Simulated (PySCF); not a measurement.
Species: C5H4O2.
SMILES with atom numbers: `[CH2:1]=[C:2]1[CH:3]=[C:4]1[O:5][CH:6]=[O:7]`

Cartesian coordinates in Å at the GFN2-xTB level; atoms count from 1:
```
atom  x, y, z in Å
C1    -2.4036   -0.5556   -0.2664
C2    -1.2304   -0.0379    0.0013
C3    -0.3553    0.9853    0.5705
C4     0.2123   -0.0463   -0.0417
O5     1.3271   -0.6773   -0.4363
C6     2.5158   -0.1258   -0.1295
O7     2.6892    0.8885    0.4688
H8    -3.3103   -0.0642    0.0384
H9    -2.5007   -1.4846   -0.7996
H10   -0.2444    1.9003    1.0992
H11    3.3056   -0.7796   -0.5307
```

Probes without a nucleus sit at each ring's centroid and 1 Å off its mean plane on both sides; NICS is minus the shielding there, NICSzz its component along the normal. Level: GIAO PBE0/pcSseg-1 (PySCF, non-relativistic, gas phase) on the GFN2-xTB geometry, one conformer.

Ring bond lengths (Å), with Mayer bond orders in brackets: C2–C3 1.462 (0.81), C3–C4 1.327 (1.60), C4–C2 1.443 (0.98).

What do the NICS probes read (ppm)?

| ring | type | NICS(0) | NICS(1), two faces | NICS(1)zz, two faces | rms pucker (Å) | centre to ring atoms, mean (Å) |
| --- | --- | --- | --- | --- | --- | --- |
| C2–C3–C4 | 3-membered carbocycle; formal bonds 1 double, 2 single | -25.5 | -6.6 / -6.6 | -8.2 / -8.2 | 0.00 | 0.81 |

What can be read from them?

- C2–C3–C4: mean NICS(1)zz -8.2 ppm, shielded. NICS(0) lies 19 ppm below the mean NICS(1).

What does the geometric index give? Use HOMA with the parameters of Krygowski (1993).

- C2–C3–C4: HOMA -0.05 = 1 − EN − GEO, with mean bond length 1.411 Å, EN = α(Ropt − mean)² = 0.133 and GEO = α × variance = 0.916.

At the first NICS(1) probe listed for ring C2–C3–C4, 1 Å off the ring, how large is the induced field along the normal in 7.05 T applied along it?

NICSzz × B0 = -8.2 ppm × 7.05 T = -58 μT, against the applied field.
